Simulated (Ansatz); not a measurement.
Relaxation of BClH4OS (8 atoms, charge 0, multiplicity 1), to a largest force component of 0.03 eV/Å in at most 50 steps.

Computed with RKS B3LYP-D4/6-31G* (Ansatz 0.2.0).

```xyz
8
Properties=species:S:1:pos:R:3
B -0.043 0.591 -0.369
H 0.030 -0.267 1.874
O 1.193 0.069 -0.504
H 1.208 -0.831 -0.864
Cl -1.520 -0.306 -0.833
S -0.144 2.342 0.262
H -1.486 2.445 0.205
H -0.072 0.417 2.026
```

**Question.** Where does it end, and by what steps?

**Answer.** The forces met the threshold. The force dipped under the threshold on the way, but the program's further checks kept it going. After 11 steps the energy has fallen by 0.254 eV; H2 moved furthest, 0.85 Å.

```tsv
step	energy less start (eV)	largest force component (eV/Å)	accepted
0	0.0000	1.522	yes
1	-0.1596	0.466	yes
2	-0.2225	0.358	yes
3	-0.2398	0.244	yes
4	-0.2396	0.329	no
5	-0.2492	0.062	yes
6	-0.2524	0.018	yes
7	-0.2507	0.457	no
8	-0.2532	0.069	yes
9	-0.2535	0.195	yes
10	-0.2541	0.060	yes
11	-0.2544	0.005	yes
```

```xyz
8
Properties=species:S:1:pos:R:3
B -0.053 0.719 -0.592
H -0.086 -0.573 2.655
O 1.183 0.192 -0.721
H 1.175 -0.731 -1.018
Cl -1.508 -0.256 -0.961
S -0.160 2.447 -0.033
H -1.504 2.534 -0.052
H 0.121 0.127 2.519
```

Whether the end is a true minimum wasn't checked by a vibrational analysis.

Run time: 38 s on 1 thread of Intel(R) Xeon(R) Platinum 8488C (Sapphire Rapids), with other jobs on the host, peak memory 0.16 GiB.
